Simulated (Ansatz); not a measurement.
Computed with Ansatz on PBE0-D4/def2-TZVP structures; ΔE is electronic, products minus reactants. CCSD(T)/CBS is the MP2 limit (def2-TZVPP, def2-QZVPP) plus CCSD(T) − MP2 in def2-TZVPP, frozen cores. This one scheme is used for every species, atoms too. Functionals use def2-TZVPP. HSE06 is defined as in plane-wave codes. No spin–orbit coupling; open shells (•) take unrestricted orbitals. Spin–orbit coupling would lower the free atoms: a little for C, F; clearly for Ge. Bonds to Ge are less sure, by a few kJ/mol each and by 10 to 20 or more in all where they break to atoms, as the def2 sets lack core-valence functions. Scalar relativity is left out up to krypton.

Consider the atomization: `C#[C][GeH]([CH3])[F]` → 3 C• + F• + Ge• + 5 H•.

`C#[C][GeH]([CH3])[F]`:

```xyz
10

C    -1.299    2.000   -1.239
C    -1.009    0.991   -0.646
Ge   -0.512   -0.564    0.320
C     1.400   -0.664    0.571
F    -0.964   -1.917   -0.681
H    -1.561    2.886   -1.771
H    -1.354   -0.688    1.596
H     1.742    0.177    1.178
H     1.662   -1.596    1.071
H     1.895   -0.624   -0.399
```

```csv
level,ΔE (eV),difference from CCSD(T)/CBS
revPBE-D4,40.26,-0.40
B97M-V,40.68,0.02
HSE06-D4,40.57,-0.09
BHLYP-D4,39.17,-1.49
HF/def2-SVP,29.95,-10.71
CCSD/def2-SVP,38.09,-2.57
CCSD(T)/def2-SVP,38.56,-2.10
HF/def2-TZVPP,29.76,-10.90
MP2/def2-TZVPP,40.69,0.03
CCSD(T)/def2-TZVPP,39.79,-0.87
CCSD(T)/CBS,40.66,0
```

Largest T1 diagnostic among the species: 0.012.

From BLYP to BHLYP (50 % exact exchange), in def2-TZVPP and without D4, ΔE moves by −1.05 eV: exact exchange takes away binding that semilocal exchange gives to molecules. At CCSD(T), def2-SVP lies −2.09 eV from the extrapolated value and def2-TZVPP −0.86 eV: correlation converges slowly with the basis, and small sets miss more of it in the bonded molecule than in its fragments.

For atomizations the MP2-based limit and the directly extrapolated one differ by several kJ/mol either way, and by 10 to 25 for some Ge, Se and Sn compounds, so smaller differences from it don't rank the levels.
